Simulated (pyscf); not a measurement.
PySCF, gas phase, ωB97X-D3(BJ)/def2-SVP geometries. MP2 and CC: frozen core, UHF for open shells. ΔMP2 is the change of the MP2 total energy from the triple- to the quadruple-zeta basis.

### Question
For [H₃C–Ga–Cl]• → •H₂C–GaH–Cl, a hydrogen shift (doublet surface; C–H broken, Ga–H formed), PBE/def2-TZVP gives ΔE‡ = 60.4 kcal/mol and ΔE = +27.1 kcal/mol (zero: the reactant's lowest minimum found). In which direction and how far do r²SCAN/def2-TZVP, ωB97M-D3(BJ)/def2-TZVP, CCSD(T)/def2-TZVPP + ΔMP2(QZVPP) move these?

### Answer
r²SCAN: ΔE‡ = 60.8 kcal/mol, ΔE = +22.8 kcal/mol; ωB97M-D3(BJ): ΔE‡ = 66.7 kcal/mol, ΔE = +24.8 kcal/mol; CCSD(T): ΔE‡ = 63.1 kcal/mol, ΔE = +22.4 kcal/mol. PBE's barrier lies under all of them, by 0.4 to 6.2 kcal/mol. Its reaction energy lies over all of them, by 2.3 to 4.8 kcal/mol. One saddle was located; it need not be the lowest between these sides. The CCSD(T) − MP2 part came from Ansatz, without density fitting, on the same reference. A UHF reference is spin-contaminated (<S²> up to 0.91), which harms MP2 most. The frozen core leaves the outer d or s,p core shells of the metals and heavy elements correlated in the MP2 and CC values, and def2-TZVPP describes them poorly, which can shift differences by a few kcal/mol. Elements up to Kr have no core potential and no relativistic terms here.
